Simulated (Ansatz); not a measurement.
Q: Predict a relaxed structure of the cluster Mo6⁻, charge -1, doublet, at PBE-D4/def2-SVPD (Ansatz).

A: 
```xyz
6

Mo   -1.389    0.575    0.966
Mo   -1.249   -0.829   -0.892
Mo    0.385   -1.526    0.883
Mo    1.348    0.386    1.136
Mo    0.908   -0.257   -1.527
Mo   -0.003    1.650   -0.567
```
Point group Cs (tolerance 0.1 Å). This is one stationary point.

In the def2 sets Mo takes a core potential; there is no spin–orbit coupling. The highest occupied level of the charge -1 doublet lies above zero (up to 0.44 eV). It is a level of α spin, whose loss leaves a singlet; that state wasn't run at this geometry and level. The electron is either unbound and held by the finite basis, or the level is raised by self-interaction error. The relaxation made no stability test and no search for a lower SCF solution. The structure comes from a short search, and lower isomers may exist.
